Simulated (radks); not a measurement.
The lithium anion Li-, [He] 2s2, held by a Watson sphere: a shell of charge +1 at radius R that stands for the Madelung well of a crystal (potential energy -1/R inside, -1/r outside, in hartree with lengths in bohr). All-electron calculation, scalar-relativistic Kohn-Sham, PBEsol, spin-unpolarised, spherical densities, finite nucleus; Fermi nuclear charge, rms radius of each element as measured or else 0.836 A^(1/3) + 0.57 fm. Program: a radial shooting solver on a logarithmic mesh with Libxc functionals. Response by self-consistent Sternheimer equations with the Hartree and adiabatic LDA kernel, the relativistic mass of each level held fixed and spin-orbit coupling left out. The sphere does not respond.

[
 {"R (bohr)": "1.58", "e(1s) (eV)": "-55.538", "e(2s) (eV)": "-4.688", "<r> 2s (bohr)": "3.104", "sum of <r^2> (bohr^2)": "23.77", "X-ray form factor at sin(theta)/lambda = 0.1 1/angstrom": "2.808", "alpha (bohr^3)": "77.18"},
 {"R (bohr)": "1.9", "e(1s) (eV)": "-53.406", "e(2s) (eV)": "-4.579", "<r> 2s (bohr)": "3.190", "sum of <r^2> (bohr^2)": "24.96", "X-ray form factor at sin(theta)/lambda = 0.1 1/angstrom": "2.767", "alpha (bohr^3)": "82.71"},
 {"R (bohr)": "2.44", "e(1s) (eV)": "-51.502", "e(2s) (eV)": "-4.343", "<r> 2s (bohr)": "3.371", "sum of <r^2> (bohr^2)": "27.57", "X-ray form factor at sin(theta)/lambda = 0.1 1/angstrom": "2.684", "alpha (bohr^3)": "96.61"},
 {"R (bohr)": "2.59", "e(1s) (eV)": "-51.192", "e(2s) (eV)": "-4.269", "<r> 2s (bohr)": "3.426", "sum of <r^2> (bohr^2)": "28.40", "X-ray form factor at sin(theta)/lambda = 0.1 1/angstrom": "2.660", "alpha (bohr^3)": "101.4"},
 {"R (bohr)": "2.81", "e(1s) (eV)": "-50.840", "e(2s) (eV)": "-4.159", "<r> 2s (bohr)": "3.508", "sum of <r^2> (bohr^2)": "29.68", "X-ray form factor at sin(theta)/lambda = 0.1 1/angstrom": "2.624", "alpha (bohr^3)": "109.2"},
 {"R (bohr)": "2.94", "e(1s) (eV)": "-50.678", "e(2s) (eV)": "-4.092", "<r> 2s (bohr)": "3.557", "sum of <r^2> (bohr^2)": "30.47", "X-ray form factor at sin(theta)/lambda = 0.1 1/angstrom": "2.602", "alpha (bohr^3)": "114.2"},
 {"R (bohr)": "2.97", "e(1s) (eV)": "-50.644", "e(2s) (eV)": "-4.077", "<r> 2s (bohr)": "3.568", "sum of <r^2> (bohr^2)": "30.65", "X-ray form factor at sin(theta)/lambda = 0.1 1/angstrom": "2.597", "alpha (bohr^3)": "115.4"},
 {"R (bohr)": "3.31", "e(1s) (eV)": "-50.342", "e(2s) (eV)": "-3.902", "<r> 2s (bohr)": "3.696", "sum of <r^2> (bohr^2)": "32.79", "X-ray form factor at sin(theta)/lambda = 0.1 1/angstrom": "2.544", "alpha (bohr^3)": "129.7"},
 {"R (bohr)": "3.63", "e(1s) (eV)": "-50.153", "e(2s) (eV)": "-3.739", "<r> 2s (bohr)": "3.815", "sum of <r^2> (bohr^2)": "34.87", "X-ray form factor at sin(theta)/lambda = 0.1 1/angstrom": "2.496", "alpha (bohr^3)": "144.8"}
]
